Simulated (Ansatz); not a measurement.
Consider the ligand exchange at the Al–Te bond: `C[CH2][AlH][TeH]` + `C=N` → `C=[N][AlH][CH2]C` + H₂Te.

Program: Ansatz. Geometries: PBE0-D4/def2-TZVP. ΔE: electronic, gas phase. CCSD(T)/CBS is the MP2 limit (def2-TZVPP, def2-QZVPP) plus CCSD(T) − MP2 in def2-TZVPP, frozen cores. This one scheme is used for every species. Functionals use def2-TZVPP. Elements past krypton have def2 core potentials. For Te outer-core shells are correlated without core-valence functions, which leaves a few kJ/mol of doubt a bond. One conformer a species, not always the lowest.

`C[CH2][AlH][TeH]`:

```xyz
11

C     1.346   -0.137   -0.016
C     0.234    0.596   -0.759
Al   -1.607    0.310   -0.159
Te   -2.147   -1.223    1.782
H     1.217   -1.221   -0.066
H     2.333    0.091   -0.429
H     1.368    0.132    1.044
H     0.404    1.681   -0.731
H     0.255    0.343   -1.828
H    -2.860    1.007   -0.837
H    -0.542   -1.581    1.998
```

`C=N`:

Z-matrix (Å, degrees):
```
C
N 1 1.261
H 1 1.096 2 124.9
H 1 1.092 2 118.8 3 -180.0
H 2 1.021 1 111.0 3 -0.0
```

`C=[N][AlH][CH2]C`:

Cartesian coordinates in Å:
```
C 0.968 -2.480 1.884
N 0.543 -1.790 0.943
Al -0.049 -0.804 -0.381
C -0.067 1.143 -0.166
C -0.774 1.919 -1.277
H 2.030 -2.754 1.988
H 0.311 -2.868 2.679
H -0.527 -1.587 -1.674
H 0.974 1.477 -0.077
H -0.518 1.373 0.807
H -1.829 1.643 -1.358
H -0.736 3.000 -1.112
H -0.325 1.727 -2.256
```

H₂Te:

Cartesian coordinates in Å:
```
Te -0.292 -0.566 -0.447
H 0.872 -0.491 0.729
H -0.580 1.057 -0.282
```

```
        level  ΔE (kcal/mol)
      PBE0-D4           13.3
          PBE           11.6
         PBE0           12.7
HF/def2-TZVPP           10.7
```

**Question.** What does CCSD(T)/CBS give? (Best estimate.)

**Answer.** The calculation gave: +13.5 kcal/mol. The listed levels differ from it by -0.2, -1.9, -0.8, -2.8 kcal/mol.

Largest T1 diagnostic among the species: 0.012.

From PBE to PBE0 (25 % exact exchange), in def2-TZVPP and without D4, ΔE moves by +1.1 kcal/mol. In def2-TZVPP, CCSD(T) changes the Hartree–Fock value by +1.5 kcal/mol (the triples alone add +0.5 kcal/mol) and MP2 by +2.6 kcal/mol.
